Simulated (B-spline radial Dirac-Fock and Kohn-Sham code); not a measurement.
Model: Dirac-Fock (average of configuration) total-energy differences with a finite nucleus, the Breit interaction including its frequency dependence, and self-energy and vacuum-polarisation corrections. Program: an atomic code on a B-spline grid. Free neutral atoms.

Q: Order these X-ray lines by photon energy, lowest first.
A. Xe Lγ2
B. Eu Lα1
C. Au Lβ6
D. Pt Lγ1
E. Er Lγ2
F. Pm Lβ4

A: A (5289.7 eV), B (5844.5 eV), F (5959.5 eV), E (9387.0 eV), C (11151.1 eV), D (12938.7 eV).

Values without a named source are computed, but for edge energies of neutral atoms, which are taken from tables.
